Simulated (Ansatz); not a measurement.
Compare A (`SC1C[SiH2]1`) with its isomer B (`C=C[SiH2]S`).

Isolated molecules relaxed with PBE0-D4/def2-TZVP in Ansatz; ΔE leaves out vibrations. CBS: MP2 limit from def2 TZ/QZ plus the TZ coupled-cluster correction, frozen cores. DFT in def2-TZVPP. B3LYP here is the variant with VWN-RPA as its local correlation; programs differ in this. Each species was taken in one conformer, which may not be the lowest.

A:

Z-matrix (Å, degrees):
```
C
C 1 1.546
Si 1 1.856 2 64.9
S 1 1.785 2 114.3 3 -114.6
H 1 1.086 2 114.2 3 111.7
H 2 1.085 1 115.7 3 -113.1
H 2 1.085 1 115.6 3 111.3
H 3 1.478 1 118.6 2 105.1
H 3 1.475 1 118.3 2 -106.5
H 4 1.343 1 98.6 2 140.4
```

B:

Z-matrix (Å, degrees):
```
Si
C 1 1.854
S 1 2.141 2 112.0
H 1 1.487 2 107.7 3 -123.2
H 1 1.485 2 112.2 3 115.4
C 2 1.331 1 122.0 3 120.2
H 2 1.088 1 119.2 3 -58.7
H 3 1.344 1 94.5 2 -57.1
H 6 1.087 2 121.6 1 0.6
H 6 1.086 2 122.3 1 -179.5
```

(1) Which is lower in electronic energy at CCSD(T)/CBS, and by how much? (Estimate.)

(2) Give E(B) − E(A) in kcal/mol with B3LYP-D4, CCSD(T)/def2-SVP, CCSD/def2-TZVPP, LDA (SPW92), MP2/def2-TZVPP, PBE0-D4, PBE-D4. (Estimate.)

(3) Does the order hold for the free energy at 298.15 K (harmonic terms from PBE0-D4)? (Estimate.)

Largest T1 diagnostic: 0.012.

Results:

(1) Computed: B, by 34.2 kcal/mol.

(2) Ansatz gave: B3LYP-D4 -35.4, CCSD(T)/def2-SVP -33.4, CCSD/def2-TZVPP -35.0, LDA (SPW92) -24.6, MP2/def2-TZVPP -32.2, PBE0-D4 -30.3, PBE-D4 -30.0. None reverses the order clearly.

(3) The calculation gave: Yes: G(B) − G(A) = -35.1 kcal/mol, for one conformer each.

In def2-TZVPP, CCSD(T) changes the Hartree–Fock value by +7.9 kcal/mol (the triples alone add +0.6 kcal/mol) and MP2 by +10.0 kcal/mol. Leaving LDA and LC-ωPBE aside and taking each functional with its dispersion term where it has one, the values, not all of them listed here, spread over 6.5 kcal/mol, from BHLYP-D4 to PBE-D4. LDA lies +5.6 kcal/mol from PBE without D4.
